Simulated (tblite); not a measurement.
C2H9OSSi2 (doublet state).
Atom-mapped SMILES: `[CH3:1][S:2][Si@@H:3]([CH3:4])[SiH:5][OH:6]` (hydrogens: H7, H8, H9 on C1; H10 on Si3; H11, H12, H13 on C4; H14 on Si5; H15 on O6)

Geometry (GFN2-xTB, Å), atoms numbered from 1 in this order:
```xyz
15
C2H9OSSi2 angstrom
C      2.3182   -0.3505    1.1626
S      0.9291   -1.3178    0.5180
Si    -0.6569    0.1994    0.5222
C     -0.0271    1.7499   -0.3870
Si    -2.2086   -0.8025   -0.8219
O     -2.4470   -2.3782   -0.4698
H      2.6242    0.3799    0.4194
H      3.1292   -1.0457    1.3548
H      2.0265    0.1427    2.0856
H     -0.6525    0.5793    1.9583
H      0.2774    1.5295   -1.4064
H      0.8230    2.1933    0.1239
H     -0.8057    2.5047   -0.4313
H     -3.6130   -0.3917   -0.8450
H     -1.7213   -2.9842   -0.3451
```

Computed geometry: GFN2-xTB, gas phase. This method treats the open shell by occupation alone, without spin polarisation.

Masses are those of the commonest isotopes; rigid-rotor values at the optimised geometry. The values belong to one conformer with, in the numbering `[CH3:1][S:2][Si@@H:3]([CH3:4])[SiH:5][OH:6]`, C1–S2–Si3–C4 52°, S2–Si3–Si5–O6 45°, Si3–Si5–O6–H -48°.

(1) What are A, B and C (MHz)?

(2) Classify the top.

(3) What does the inertial defect say?

(4) List the rotational levels J(Ka,Kc) to J = 5 (K).

## Answers

(1) Ia = 189.27, Ib = 432.57, Ic = 581.68 u·Å²; 505379 MHz·u·Å²/I gives A = 2670, B = 1168, C = 868.8 MHz.

(2) An asymmetric top. Ray's parameter κ = (2B − A − C)/(A − C) = -0.667; −1 is the prolate and +1 the oblate limit.

(3) Not planar: Δ = Ic − Ia − Ib = -40.16 u·Å². For a rigid frame Δ = −2 Σ m c², so Σ m c² = 20.08 u·Å² lies off the ab plane: 7.64 from hydrogen and 12.44 from heavier atoms. The atom farthest from that plane is 1.89 Å away.

(4) Above 0(0,0), as E/k:
J = 1: 1(0,1) 0.098, 1(1,1) 0.170, 1(1,0) 0.184
J = 2: 2(0,2) 0.291, 2(1,2) 0.351, 2(1,1) 0.394, 2(2,1) 0.610, 2(2,0) 0.612
J = 3: 3(0,3) 0.577, 3(1,3) 0.622, 3(1,2) 0.708, 3(2,2) 0.904, 3(2,1) 0.913, 3(3,1) 1.301, 3(3,0) 1.301
J = 4: 4(0,4) 0.951, 4(1,4) 0.980, 4(1,3) 1.123, 4(2,3) 1.293, 4(2,2) 1.320, 4(3,2) 1.696, 4(3,1) 1.697, 4(4,1) 2.247, 4(4,0) 2.247
J = 5: 5(0,5) 1.408, 5(1,5) 1.426, 5(1,4) 1.638, 5(2,4) 1.778, 5(2,3) 1.836, 5(3,3) 2.190, 5(3,2) 2.194, 5(4,2) 2.741, 5(4,1) 2.741, 5(5,1) 3.450, 5(5,0) 3.450

For this open shell read J as N, the rotation without spin; fine and hyperfine splittings come on top. Its GFN2-xTB frequencies are all real (lowest 41 cm⁻¹). These are rigid-rotor constants of the computed structure; measured ground-state constants (B0) also hold zero-point vibration.
